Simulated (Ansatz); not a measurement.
Ge(vinyl)(NMe2)3 (C₈H₂₁GeN₃), relaxed as a singlet with RKS PBE-D4/def2-SVP in Ansatz, starting from the GFN2-xTB geometry. Force threshold 0.03 eV/Å.

Start:

```xyz
33

Ge    0.295   -0.008    0.173
C     2.003   -0.745    0.862
C     2.439   -1.973    0.640
H     2.644   -0.043    1.377
H     1.844   -2.701    0.109
H     3.406   -2.314    0.980
N     0.371    1.804    0.504
C     0.565    2.249    1.866
C    -0.407    2.753   -0.261
H     1.136    3.183    1.873
H     1.118    1.494    2.422
H    -0.386    2.426    2.383
H    -0.617    2.335   -1.242
H    -1.356    3.002    0.230
H     0.161    3.682   -0.383
N    -1.145   -0.787    1.044
C    -1.115   -2.140    1.546
C    -2.484   -0.341    0.735
H    -1.722   -2.207    2.455
H    -0.091   -2.409    1.792
H    -1.510   -2.867    0.823
H    -2.443    0.673    0.342
H    -2.981   -0.981   -0.007
H    -3.094   -0.343    1.645
N     0.093   -0.081   -1.686
C     1.165    0.482   -2.479
C    -0.440   -1.280   -2.294
H     1.980   -0.234   -2.649
H     1.568    1.353   -1.967
H     0.774    0.791   -3.454
H    -1.208   -1.703   -1.650
H    -0.894   -1.029   -3.258
H     0.330   -2.043   -2.472
```

| step | energy (eV) | largest force component (eV/Å) | SCF passes |
| --- | --- | --- | --- |
| 1 | -69584.1883 | 1.539 | 23 |
| 2 | -69584.4208 | 0.426 | 22 |
| 3 | -69584.4402 | 0.335 | 20 |
| 4 (rejected) | -69584.4397 | 0.221 | 19 |
| 5 | -69584.4516 | 0.224 | 21 |
| 6 | -69584.4609 | 0.072 | 20 |
| 7 | -69584.4672 | 0.221 | 20 |
| 8 | -69584.4714 | 0.361 | 20 |
| 9 | -69584.4807 | 0.252 | 20 |
| 10 | -69584.4863 | 0.232 | 20 |
| 11 | -69584.4920 | 0.182 | 20 |
| 12 (rejected) | -69584.4920 | 0.256 | 20 |
| 13 | -69584.4976 | 0.124 | 21 |
| 14 | -69584.5008 | 0.086 | 21 |
| 15 | -69584.5018 | 0.137 | 21 |
| 16 | -69584.5026 | 0.096 | 21 |
| 17 | -69584.5037 | 0.039 | 22 |
| 18 | -69584.5043 | 0.051 | 22 |
| 19 | -69584.5045 | 0.041 | 22 |
| 20 | -69584.5047 | 0.027 | 21 |

Force components are those of the run's own axes.

End:

```
atom   x (Å)   y (Å)   z (Å)
 Ge1   0.294  -0.057   0.280
  C2   1.890  -0.802   1.123
  C3   2.720  -1.611   0.437
  H4   2.115  -0.568   2.180
  H5   2.526  -1.870  -0.619
  H6   3.627  -2.048   0.891
  N7   0.237   1.774   0.515
  C8   0.542   2.372   1.794
  C9  -0.450   2.643  -0.413
 H10   1.177   3.283   1.678
 H11   1.101   1.665   2.440
 H12  -0.372   2.686   2.361
 H13  -0.677   2.094  -1.349
 H14  -1.416   3.040  -0.007
 H15   0.173   3.532  -0.680
 N16  -1.192  -0.876   1.016
 C17  -1.201  -2.277   1.372
 C18  -2.490  -0.247   0.944
 H19  -1.697  -2.441   2.359
 H20  -0.165  -2.664   1.452
 H21  -1.742  -2.921   0.631
 H22  -2.381   0.838   0.745
 H23  -3.151  -0.673   0.145
 H24  -3.044  -0.353   1.908
 N25   0.311  -0.308  -1.554
 C26   1.337   0.280  -2.384
 C27  -0.551  -1.262  -2.211
 H28   2.044  -0.478  -2.808
 H29   1.938   1.007  -1.799
 H30   0.901   0.833  -3.253
 H31  -1.310  -1.645  -1.500
 H32  -1.100  -0.802  -3.072
 H33   0.005  -2.145  -2.621
```

By distances, no bond broke or formed. The bond that changes most is Ge1–C2, from 1.98 to 1.95 Å (atoms count from 1).

No frequencies were taken in this run, so the end may be a saddle point.

Hardware: 4 threads of Arm Neoverse V1 on a shared host. Wall time 2 min, peak host memory 0.66 GiB.
